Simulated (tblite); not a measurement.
A geometry optimisation, step by step.

Species: C4H9GeNO.
Bonds: C1–C2 (double), C2–C3, C2–Ge4, Ge4–N5, N5–C6, C6–O7 (double). Hydrogens: H8, H9 on C1; H10, H11, H12 on C3; H13, H14 on Ge4; H15 on N5; H16 on C6.

Computed with GFN2-xTB (tblite), gas phase: L-BFGS steps from a force-field or distance-geometry start until the largest atomic force falls under 0.01 eV/Å. 6 of its 169 geometries are shown.

Step 0: E = -599.1350 eV, largest atomic force 3.843 eV/Å
```
atom  x, y, z in Å  |  force x, y, z in eV/Å
C1     -0.582    0.683    1.587   -0.463  -0.031  -0.699
C2     -0.904    0.183    0.381    0.356   0.695   1.377
C3     -1.998    0.771   -0.423   -1.023   0.310  -0.561
Ge4     0.097   -1.317   -0.301   -0.144  -0.506  -0.457
N5      1.895   -0.848   -0.453    1.375   1.524  -1.262
C6      2.312    0.224   -1.308   -3.647  -0.205  -0.194
O7      1.480    0.888   -1.980    2.166  -2.306   2.182
H8     -1.131    1.539    1.994    0.354  -0.393  -0.047
H9      0.219    0.256    2.180   -0.173   0.143  -0.060
H10    -1.786    1.839   -0.641   -0.211  -0.643   0.097
H11    -2.124    0.231   -1.389    0.113   0.407   0.633
H12    -2.968    0.706    0.135    0.733   0.142  -0.468
H13    -0.460   -1.738   -1.670    0.283   0.050   0.281
H14    -0.027   -2.515    0.689    0.430   0.388  -0.403
H15     2.606   -1.369    0.088   -0.449   0.697  -0.676
H16     3.365    0.475   -1.360    0.299  -0.272   0.255
```

Step 34: E = -599.6817 eV, largest atomic force 0.032 eV/Å
```
atom  x, y, z in Å  |  force x, y, z in eV/Å
C1     -0.596    0.708    1.591    0.008   0.006   0.000
C2     -0.905    0.233    0.393   -0.014   0.014   0.005
C3     -2.009    0.815   -0.437    0.004   0.008  -0.004
Ge4     0.110   -1.287   -0.346   -0.007   0.014   0.002
N5      1.943   -0.902   -0.422    0.002   0.016  -0.004
C6      2.179    0.124   -1.240   -0.002   0.025  -0.012
O7      1.266    0.670   -1.822   -0.006  -0.020   0.007
H8     -1.118    1.547    2.028   -0.003   0.003  -0.004
H9      0.199    0.284    2.184    0.001  -0.021  -0.002
H10    -1.807    1.861   -0.659    0.032  -0.001   0.000
H11    -2.102    0.280   -1.381   -0.001   0.002   0.003
H12    -2.957    0.763    0.097    0.007  -0.019  -0.011
H13    -0.295   -1.693   -1.733   -0.009  -0.006   0.005
H14     0.148   -2.492    0.570    0.013  -0.018   0.007
H15     2.707   -1.342    0.065   -0.016   0.000   0.000
H16     3.229    0.440   -1.358   -0.011  -0.003   0.009
```

Step 67: E = -599.6889 eV, largest atomic force 0.032 eV/Å
```
atom  x, y, z in Å  |  force x, y, z in eV/Å
C1     -0.599    0.657    1.613   -0.004   0.004   0.009
C2     -0.890    0.205    0.402   -0.010   0.000   0.009
C3     -1.913    0.854   -0.476   -0.008   0.004  -0.010
Ge4     0.097   -1.343   -0.309    0.004  -0.027   0.002
N5      1.910   -0.884   -0.441   -0.002   0.005   0.002
C6      2.070    0.157   -1.258    0.014  -0.010  -0.027
O7      1.119    0.628   -1.846    0.007   0.003   0.011
H8     -1.082    1.526    2.032   -0.018   0.017   0.008
H9      0.137    0.176    2.238    0.007  -0.021   0.002
H10    -1.663    1.900   -0.642    0.000   0.010   0.015
H11    -1.955    0.360   -1.444    0.006  -0.008  -0.013
H12    -2.897    0.807   -0.011   -0.012   0.007  -0.005
H13    -0.340   -1.817   -1.666    0.012   0.014   0.012
H14     0.207   -2.511    0.651    0.006   0.006   0.001
H15     2.700   -1.264    0.054    0.000   0.006  -0.006
H16     3.092    0.556   -1.369   -0.002  -0.010  -0.011
```

Step 101: E = -599.7072 eV, largest atomic force 0.048 eV/Å
```
atom  x, y, z in Å  |  force x, y, z in eV/Å
C1     -0.863    0.527    1.786    0.002   0.003   0.029
C2     -0.893    0.230    0.495   -0.012  -0.016  -0.044
C3     -1.728    0.982   -0.494   -0.004  -0.003   0.014
Ge4     0.169   -1.293   -0.165    0.003  -0.011  -0.007
N5      1.949   -0.818   -0.538    0.007  -0.006   0.026
C6      2.014    0.074   -1.524    0.008  -0.008  -0.010
O7      1.002    0.470   -2.062   -0.018   0.000  -0.014
H8     -1.427    1.348    2.201    0.003   0.020  -0.003
H9     -0.278   -0.051    2.485    0.017   0.009  -0.002
H10    -1.585    2.055   -0.394    0.005   0.010   0.039
H11    -1.465    0.695   -1.509    0.020   0.006  -0.013
H12    -2.782    0.763   -0.330   -0.034  -0.009  -0.007
H13    -0.345   -1.928   -1.424    0.001  -0.016  -0.011
H14     0.415   -2.333    0.911   -0.002   0.012  -0.009
H15     2.793   -1.132   -0.087   -0.010   0.001   0.012
H16     3.017    0.421   -1.823    0.015   0.008   0.000
```

Step 134: E = -599.7397 eV, largest atomic force 0.048 eV/Å
```
atom  x, y, z in Å  |  force x, y, z in eV/Å
C1     -0.836    0.514    1.801   -0.027   0.001  -0.001
C2     -0.900    0.241    0.506   -0.012  -0.003  -0.024
C3     -1.691    1.048   -0.468    0.006  -0.017  -0.024
Ge4     0.131   -1.302   -0.158    0.011  -0.008   0.028
N5      1.896   -0.774   -0.523   -0.007   0.026  -0.035
C6      1.971   -0.022   -1.620    0.001  -0.009  -0.001
O7      0.975    0.236   -2.262   -0.007   0.037   0.029
H8     -1.344    1.357    2.243   -0.007   0.007  -0.014
H9     -0.279   -0.116    2.479    0.028   0.021   0.014
H10    -1.986    2.003   -0.041   -0.015   0.037   0.009
H11    -1.108    1.214   -1.373   -0.003   0.005   0.022
H12    -2.591    0.501   -0.752    0.030  -0.017  -0.007
H13    -0.340   -2.013   -1.390   -0.018  -0.014   0.012
H14     0.399   -2.267    0.975   -0.003  -0.044  -0.002
H15     2.725   -0.949    0.021    0.012  -0.028   0.005
H16     2.972    0.339   -1.910    0.011   0.008  -0.011
```

Step 168: E = -599.7575 eV, largest atomic force 0.009 eV/Å
```
atom  x, y, z in Å  |  force x, y, z in eV/Å
C1     -0.733    0.634    1.752    0.000   0.006   0.001
C2     -0.890    0.256    0.492   -0.002   0.002  -0.004
C3     -1.776    0.963   -0.476   -0.002   0.001  -0.001
Ge4     0.108   -1.306   -0.179    0.009  -0.001  -0.002
N5      1.902   -0.867   -0.519   -0.004  -0.004  -0.003
C6      2.010    0.028   -1.499    0.000   0.002   0.005
O7      1.020    0.450   -2.059   -0.007   0.000  -0.003
H8     -1.243    1.494    2.160    0.000   0.000   0.006
H9     -0.086    0.097    2.429   -0.002  -0.003  -0.005
H10    -2.259    1.824   -0.020    0.002   0.006   0.005
H11    -1.186    1.288   -1.331    0.000  -0.003  -0.006
H12    -2.541    0.280   -0.847    0.000  -0.008   0.001
H13    -0.406   -1.927   -1.445   -0.003   0.004  -0.001
H14     0.316   -2.360    0.888   -0.001  -0.004   0.003
H15     2.728   -1.200   -0.049    0.003   0.001   0.003
H16     3.028    0.356   -1.770    0.006   0.000   0.001
```

**Question.** Summarise the path.

**Answer.** The energy falls by 60.05 kJ/mol from step 0 to step 168; nine tenths of that is first reached at step 86. It rises by more than 0.2 meV at steps 116, 119 and 129. The largest force goes from 3.843 to 0.009 eV/Å. Among the bonds N5–C6 changes most, from 1.434 to 1.332 Å; the atoms move by 0.588 Å rms after alignment.

The cost below is that of the whole relaxation. On one thread of an Arm Neoverse N1, on a shared host, this took 1.8 s.
